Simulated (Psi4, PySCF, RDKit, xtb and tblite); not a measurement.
Torsional profile of SMILES c1(C=Cc2occc2)ccco1 (C10H8O2), singlet. Scanned: dihedral C2–C1–C8–O12; all other coordinates were relaxed at GFN2-xTB. Points at φ and −φ are mirror images.

Atom numbering (GFN2-xTB optimised geometry, Å):
```
20

C     -0.4414     0.4262     0.2259
C      0.4413    -0.4216    -0.3341
C      1.8619    -0.2810    -0.2410
C      2.8645    -1.0691    -0.7614
C      4.0823    -0.4760    -0.3695
C      3.7435     0.6253     0.3580
O      2.4113     0.7531     0.4422
C     -1.8618     0.2836     0.1314
C     -2.8671     1.0692     0.6503
C     -4.0829     0.4732     0.2564
C     -3.7403    -0.6273    -0.4705
O     -2.4078    -0.7519    -0.5526
H     -0.0937     1.2794     0.7895
H      0.0926    -1.2745    -0.8975
H      2.7363    -1.9561    -1.3474
H      5.0713    -0.8184    -0.5955
H      4.3391     1.3691     0.8494
H     -2.7422     1.9565     1.2365
H     -5.0732     0.8131     0.4808
H     -4.3334    -1.3727    -0.9630
```

- PBE0-D3(BJ)/def2-SVP // GFN2-xTB (Psi4)
- MMFF94 // GFN2-xTB (RDKit)
- RKS-LDA (SVWN5)/6-31G* = restricted LDA (SVWN5)/6-31G*, spherical d, density fitting // GFN2-xTB (PySCF 2.14.0)
- RMP2/3-21G = restricted MP2 (frozen core)/3-21G // GFN2-xTB (PySCF)
- GFN2-xTB (xtb and tblite)
- PBE-D3(BJ)/def2-SVP // GFN2-xTB (Psi4)

Energies in mEh, each method relative to its own lowest point.

```csv
φ / °,PBE0-D3(BJ)/def2-SVP,MMFF94,RKS-LDA (SVWN5)/6-31G*,RMP2/3-21G,GFN2-xTB,PBE-D3(BJ)/def2-SVP
-160,3.3,3.3,3.2,3.9,1.5,3.2
-140,5.9,5.4,6.3,5.4,4.4,6.3
-120,9.8,8.5,10.9,7.8,8.3,10.8
-100,13.5,11.3,15.4,10.1,11.6,15.1
-80,14.4,11.1,16.2,10.9,11.8,15.9
-60,11.1,7.7,12.1,8.9,8.6,11.9
-40,5.8,3.8,6.2,4.9,4.4,6.2
-20,1.6,1.0,1.7,1.3,1.2,1.6
0,0.0,0.0,0.0,0.0,0.0,0.0
20,1.6,1.0,1.7,1.3,1.2,1.6
40,5.8,3.8,6.2,4.9,4.4,6.2
60,11.1,7.7,12.1,8.9,8.6,11.9
80,14.4,11.1,16.2,10.9,11.8,15.9
100,13.5,11.3,15.4,10.1,11.6,15.1
120,9.8,8.5,10.9,7.8,8.3,10.8
140,5.9,5.4,6.3,5.4,4.4,6.3
160,3.3,3.3,3.2,3.9,1.5,3.2
180,2.4,2.6,2.1,3.5,0.5,2.2
```

Root-mean-square difference from the PBE-D3(BJ)/def2-SVP profile, itself a level with limits, after the best constant shift (mEh): PBE0-D3(BJ)/def2-SVP 0.6, MMFF94 1.8, RKS-LDA (SVWN5)/6-31G* 0.1, RMP2/3-21G 2.1, GFN2-xTB 1.2.
